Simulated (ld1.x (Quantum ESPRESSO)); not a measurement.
What one change does to a pseudopotential (selenium (Se), ultrasoft)

```json
{
 "Element": "selenium",
 "Generator": "ld1.x (Quantum ESPRESSO) 7.5",
 "Type": "ultrasoft",
 "Functional": "PBE",
 "Relativity": "fully relativistic",
 "Frozen core": "[Ar]",
 "Valence charge": "16",
 "Reference configuration": "3d10 4s2 4p4",
 "Partial waves": "4s (bound): rcut 1.15, rcutus 1.30 bohr; 4s channel at 2.65 Ry: rcut 1.15, rcutus 1.30 bohr; 4p (bound): rcut 1.90, rcutus 2.10 bohr; 4p channel at 0.05 Ry: rcut 1.90, rcutus 2.10 bohr; 3d (bound): rcut 1.05, rcutus 1.15 bohr; 3d channel at -2.75 Ry: rcut 1.05, rcutus 1.15 bohr",
 "Local potential": "all-electron potential smoothed inside 2.00 bohr (lloc = -1)",
 "Core correction": "a·sin(br)/r model core inside 0.90 bohr",
 "Augmentation charge": "PSQ, radius 1.20 bohr"
}
```

Open shells are filled in proportion to 2j + 1 (rel_dist='average').

All-electron outer shells of the reference configuration (PBE, scalar-relativistic, ld1.x):

```
shell  level (eV)  outermost node (bohr)  outermost maximum (bohr)
   3s     -213.51                   0.24                      0.50
   3p     -152.98                   0.21                      0.50
   3d      -53.12                      –                      0.45
   4s      -17.29                   0.70                      1.51
   4p       -6.51                   0.74                      1.82
```

Change: waves 3d (bound): rcut 1.05, rcutus 1.72 bohr; 3d channel at -2.75 Ry: rcut 1.05, rcutus 1.72 bohr.

Cutoffs: the cutoffs (Ry, on a coarse ladder) from which the occupation-weighted sum of valence levels, in a spherical-Bessel basis at the reference potential, stays within 10 and 1 mRy of its value at 400 Ry; they do not see the model core or the augmentation charge, which bear on the density cutoff. Errors are all-electron minus pseudo energies relative to the spin-unpolarised reference configuration.

Task: What does the change do?

Result: The potential gets softer (110 Ry and 180 Ry → 35 Ry and 60 Ry); both files keep a bound ghost (s); the number of tests that count goes from 6 to 3; of the 3 tests that both files solve, the error grows in 0 and shrinks in 1 by more than 15 % and 0.3 meV (median size 0.0 → 0.0 meV). A larger radius leaves more room for a smooth pseudo-wave, so fewer plane waves are needed.

```csv
quantity,base,changed
"cutoff, loose",110 Ry,35 Ry
"cutoff, tight",180 Ry,60 Ry
loose cutoff by channel (10 mRy a level),"s 21 Ry, p 10 Ry, d 70 Ry","s 21 Ry, p 10 Ry, d 30 Ry"
bound ghosts,s,s
"tests counted (converged, no solver errors)",6 of 7,3 of 7
"error for 3d10 4s2 4p3, meV [ΔE 10.85 eV]",0.0,0.0
"error for 3d10 4s2 4p2, meV [ΔE 31.20 eV]",0.0,0.0
"error for 3d10 4s2 4p1, meV [ΔE 62.08 eV]",-1.0,-0.3
s: phases at 2.29 bohr within 0.05 rad from the reference energy up to (Ry; the scan ends near 5),to the end of the scan,to the end of the scan
p1/2: phases at 2.29 bohr within 0.05 rad from the reference energy up to (Ry; the scan ends near 5),4.4,4.4
p3/2: phases at 2.29 bohr within 0.05 rad from the reference energy up to (Ry; the scan ends near 5),4.5,4.5
d3/2: phases at 2.29 bohr within 0.05 rad from the reference energy up to (Ry; the scan ends near 5),to the end of the scan,to the end of the scan
d5/2: phases at 2.29 bohr within 0.05 rad from the reference energy up to (Ry; the scan ends near 5),to the end of the scan,to the end of the scan
lowest overlap eigenvalue by channel,"s 0.78, p1/2 0.72, p3/2 0.71, d3/2 1.00, d5/2 1.00","s 0.78, p1/2 0.72, p3/2 0.71, d3/2 0.04, d5/2 0.05"
```

Base: Tests not counted: 3d9 4s2 4p4 (solver errors, printed error -2660 eV). Changed file: Tests not counted: 3d10 4s0 4p6 (solver errors, printed error -2930 eV); 3d9 4s2 4p4 (solver errors, printed error -2686 eV); 3d10 4s2 4p0 (solver errors, printed error -2290 eV); 3d10 4s1 4p4 (solver errors, printed error -2794 eV). A true bound ghost makes a file unfit for plane-wave use even where its test errors are small: the radial tests pick states by their node count and pass the ghost by. Where a test does run into it, the solver fails or the error is huge.
